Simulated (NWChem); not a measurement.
A calculation on H2OSi

```xyz
4

Si     0.3955     0.5087     0.0000
H      1.6041    -0.4718     0.0000
O     -0.8203    -0.6352     0.0000
H     -0.5785    -1.5679     0.0000
```
Charge 0, spin multiplicity 1.

Everything below was run with NWChem. The geometry was optimised at PBE0/def2-SVP, a minimum by its harmonic frequencies. It is one conformer; others weren't searched.

Symmetry labels belong to the abelian group Cs used in the runs, with the axes of the coordinates shown.

The structure started from a generated list of species.

Question: List the lowest 4 singlet excitations that TDA-LDA (SVWN5)/aug-cc-pVDZ gives, with oscillator strengths.

Answer: 
```
state  symmetry  energy (eV)  wavelength (nm)      f
-----  --------  -----------  ---------------  -----
1            a"         3.15              394  0.028
2            a'         4.63              268  0.045
3            a'         5.65              219  0.097
4            a"         5.70              218  0.029
```
